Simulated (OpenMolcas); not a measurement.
## Levels of Zn⁺ by method

```yaml
Program: OpenMolcas 26.06
Basis: ANO-RCC-VQZP [7s6p4d3f2g1h]
Scalar_Hamiltonian: DKH2, point nucleus
Active_space: 1 electron in 4 orbitals (4s 4p)
State_averaging: 2S+1 = 2 even, 1 root; 2S+1 = 2 odd, 3 roots
Spin-orbit_coupling: RASSI with atomic mean-field integrals over the reference wave functions, term energies averaged over their components
```

Methods on the same reference wave functions:
A. CASSCF
B. SS-CASPT2, IPEA 0.25 Eh, imaginary shift 0.1 Eh (closed shells correlated: 3d)

Energies in eV above 4s 2S 1/2, the measured ground level; measured values from NIST Handbook of Basic Atomic Spectroscopic Data.

| Level | A | B | Measured |
| --- | --- | --- | --- |
| 4s 2S 1/2 | 0.0000 | 0.0000 | 0.0000 |
| 4p 2P* 1/2 | 5.6152 | 6.084 | 6.0109 |
| 4p 2P* 3/2 | 5.7010 | 6.169 | 6.1192 |

Deviations, from unrounded energies. A percentage is the sum of absolute deviations over the sum of measured energies, with the sign that they share, or ± where signs differ.

```csv
Against measurement,Levels,A,B
mean absolute deviation (cm-1),2,3300,500
other configurations (%),2,-6.7,+1.0
```

B lies closest to measurement on these levels. The largest miss of B in the table is 4p 2P* 1/2, by +590 cm-1. The ranking rests on the paired levels alone, and a cruder setting can come out closer through cancelling errors.

The lowest spin-free term lies below A's lowest term by 0.509 hartree in B.

With one active electron the reference holds no correlation, so core polarisation is missing (holds for A). With one active electron, CASPT2 adds the correlation within the correlated inactive shells and between them and that electron, and leaves the splitting within a term as the reference gives it (holds for B). Measured partners are found by configuration, term and J. A level has none where our copy of the source lacks it or the pairing is in doubt (some pairs that miss far off the trend of their configuration count as doubtful), and it then counts in no deviation. Only configurations of the active space appear.

* marks odd parity.
